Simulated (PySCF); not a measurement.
From one molecule to another.

First species: C₃H₁₀BN.
Geometry (PBE0-D3(BJ)/def2-SVP, Å), atoms numbered from 1 in this order:
```
atom  x, y, z in Å
C1     1.989    0.421    0.042
N2     0.828   -0.408    0.229
B3    -0.524   -0.085    0.040
C4    -0.944    1.369   -0.443
C5    -1.621   -1.192    0.320
H6     2.566    0.549    0.975
H7     1.687    1.421   -0.297
H8     2.677    0.010   -0.717
H9     1.046   -1.349    0.539
H10   -0.616    2.142    0.273
H11   -2.032    1.474   -0.563
H12   -0.480    1.626   -1.411
H13   -2.231   -1.361   -0.584
H14   -2.326   -0.841    1.092
H15   -1.220   -2.166    0.645
```

Second species: C4H9B.
SMILES: `BC1CCC1`

Levels: wB97X-D/def2-SVPD for dipole moment, HOMO energy, LUMO energy, HOMO–LUMO gap, static isotropic polarisability and electronic spatial extent ⟨r²⟩ about the centre of nuclear charge; TDDFT wB97X-D/def2-SVPD for lowest singlet excitation; PBE0-D3(BJ)/def2-SVP for rotational constant A and rotational constant C. Geometries: PBE0-D3(BJ)/def2-SVP. Each structure is a single optimised conformer of the isolated species, non-relativistic unless stated. Electronic properties by PySCF.

The conformers computed, where there is a choice (atom-mapped SMILES and torsion angles):
- `[CH3:1][NH:2][B:3]([CH3:4])[CH3:5]`: C1–N2–B3–C4 0°

| property | column X | column Y |
| --- | --- | --- |
| dipole moment | 0.73 D | 1.32 D |
| HOMO energy | -10.05 eV | -9.24 eV |
| LUMO energy | 0.67 eV | 1.88 eV |
| HOMO–LUMO gap | 10.72 eV | 11.12 eV |
| lowest singlet excitation | 5.56 eV | 6.85 eV |
| static isotropic polarisability | 61.0 au | 61.8 au |
| electronic spatial extent ⟨r²⟩ about the centre of nuclear charge | 437 bohr² | 561 bohr² |
| rotational constant A | 9.916 GHz | 7.124 GHz |
| rotational constant C | 3.324 GHz | 2.435 GHz |

Problem. Which column belongs to which species?

Solution. Column X is the second species and column Y the first. The first has 15 atoms and 40 electrons, the second 14 and 38.

Problem. How does each property change from the first species to the second?

Solution. dipole moment -0.59 D; HOMO energy -0.81 eV; LUMO energy -1.21 eV; HOMO–LUMO gap -0.40 eV; lowest singlet excitation -1.29 eV; static isotropic polarisability -0.8 au; electronic spatial extent ⟨r²⟩ about the centre of nuclear charge -124 bohr²; rotational constant A +2.792 GHz; rotational constant C +0.889 GHz.

On the first: The principal polarisabilities are 50.7, 62.0 and 72.7 au; their mean is the isotropic value. S1 lies 4.27 eV below the HOMO–LUMO gap; its leading configuration is HOMO→LUMO, weight 0.86.

On the second: The principal polarisabilities are 52.3, 61.5 and 69.4 au; their mean is the isotropic value. The polarisability is 9.05 Å³ as a volume (1 au = 0.148185 Å³), or 1.61 au for each of the 38 electrons.
